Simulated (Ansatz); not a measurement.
The standard entropy of C2H2Br2Cl2 (1,2-dibromo-1,2-dichloroethane) from a frequency calculation

A singlet with charge 0, relaxed at PBE0-D4/def2-TZVP (Ansatz 0.2.0):

```xyz
8

Cl   -1.9073   -0.8409   -0.6294
C    -0.4056    0.0821   -0.6394
Br    0.6967   -0.4924   -2.1255
C     0.3411   -0.0939    0.6745
Cl   -0.6790    0.3682    2.0358
Br    1.9555    0.9772    0.6833
H    -0.6490    1.1273   -0.8128
H     0.6476   -1.1275    0.8136
```

Harmonic wavenumbers in cm⁻¹: 47, 119, 203, 212, 261, 297, 303, 667, 691, 769, 803, 1066, 1167, 1189, 1213, 1324, 3155, 3170.

Masses in u: Cl 35.45, C 12.011, Br 79.904, H 1.008. Take T = 298.15 K, p = 1 bar, R = 8.3145 J/(mol K), kT/hc = 207.22 cm⁻¹, rigid rotor and harmonic oscillator.

**Question.** Work out S° at 298 K.

**Answer.** 
1. Translation (Sackur–Tetrode): S = R[3/2 ln M + 5/2 ln T − 1.1517] with M = 256.746 gives 178.0 J/(mol K).
2. Rotation: principal moments 465.749, 661.993, 1110.755 u Å² give A, B, C = 0.0362, 0.0255, 0.0152 cm⁻¹; the symmetry number is σ = 2; q = (√π/σ)√((kT/hc)³/ABC) = 705743; S = R(ln q + 3/2) = 124.4.
3. Vibration: with u = ν̃/207.22, each mode gives R[u/(eᵘ − 1) − ln(1 − e⁻ᵘ)]; the sum is 75.3, most from 47 cm⁻¹ (20.7), 119 cm⁻¹ (13.0), 203 cm⁻¹ (8.8).
4. Electronic: R ln 1 = 0.0, from the spin multiplicity alone.
5. Sum: 178.0 + 124.4 + 75.3 + 0.0 = 377.7 J/(mol K).

No measured value is set beside it here. Where a soft mode is a torsion, a harmonic oscillator describes it poorly.
